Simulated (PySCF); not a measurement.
## Removal energies of Tc(33+) from EOM-IP-GCCSD

Reference: closed-shell Tc(33+), [Ne]; one electron is removed. Calculated with PySCF 2.14, two-component X2C-1e with screened spin-orbit coupling, an even-tempered Gaussian basis (18 s from 3.1 bohr⁻², ratio 2.6; 13 p from 4.1 bohr⁻², ratio 2.6; 6 d from 4.2 bohr⁻², ratio 2.8; 3 f from 100 bohr⁻², ratio 2.8); frozen 1s2; the 56 highest virtual spinors dropped; of the others 44 kept and the rest restored at second order. No Breit or QED terms. Binding energies in eV.

```tsv
level	Koopmans	second order	EOM-CCSD
2s1/2	4855.6	4852.5	4852.6
2p1/2	4629.4	4627.2	4627.3
2p3/2	4504.8	4502.9	4503.0
```

For comparison, the ionisation energy of Tc(33+) is 4505 ± 2.5 eV (semi-empirical (NIST evaluation); NIST Atomic Spectra Database, ionization energies).
